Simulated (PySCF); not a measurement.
C6H9O (SMILES O=C1CC[CH]CC1), doublet, geometry from GFN2-xTB, with bond 1-2 at 1.3 times its length. Base run: PBE0/STO-3G (PySCF).

Input for PySCF:
```python
from pyscf import gto, scf, dft

mol = gto.M(
    atom='''
O    -2.667322    0.187775    0.373561
C    -1.118539    0.078743    0.156653
C    -0.193762    1.266530    0.280114
C     1.069283    1.126461   -0.572151
C     1.786051   -0.125735   -0.250138
C     1.019617   -1.273516    0.279598
C    -0.435094   -1.222260   -0.192042
H    -0.745572    2.175386    0.034013
H     0.089505    1.330912    1.335163
H     1.721873    1.991766   -0.421300
H     0.774488    1.147725   -1.633947
H     2.847327   -0.200447   -0.398771
H     1.480756   -2.217226   -0.027232
H     1.026318   -1.274498    1.381742
H    -1.018054   -2.051230    0.212985
H    -0.462696   -1.304640   -1.282897
''',
    basis='sto-3g',
    charge=0,
    spin=1,
    verbose=4,
)

mf = dft.UKS(mol)
mf.xc = 'pbe0'
mf.kernel()
```

The base run was repeated with changes; each row names its change, and settings that it needs were set with it.

| change | ΔE vs base (mEh) | SCF cycles | <S^2> | outcome |
|---|---|---|---|---|
| base | 0.000 | 19 | 0.755 | converged |
| diis = off; damp = 0.6 (with mf.diis_start_cycle = 200; with mf.max_cycle = 150) | -7.363 | 125 | 1.227 | another SCF solution |
| init_guess = vsap | 24.257 | 23 | 1.757 | another SCF solution |
| init_guess = atom | 0.000 | 18 | 0.755 | converged |
| init_guess = 1e | 0.000 | 23 | 0.755 | converged |
| solver = newton; init_guess = 1e | -7.165 | - | 1.225 | another SCF solution |
| diis = off (with mf.max_cycle = 100) | - | 100 | - | not converged |
| solver = newton | -7.363 | - | 1.227 | another SCF solution |
| diis_space = 20 | 0.000 | 18 | 0.755 | converged |
| level_shift = 1.0 (with mf.max_cycle = 100) | 0.000 | 95 | 0.755 | converged |
| conv_tol = 1e-4 | 0.033 | 8 | 0.755 | converged |
| damp = 0.5; diis_start_cycle = 5 | 0.000 | 24 | 0.755 | converged |
| level_shift = 0.5 (with mf.max_cycle = 100) | 0.000 | 33 | 0.755 | converged |

A guess, shift, damping, solver or small numerical setting can't move a converged solution much, so rows marked as another SCF solution ended in a different state.

Open shells are given as the SCF converged; they aren't shown to be the lowest states, and a large step between rows can be another state.
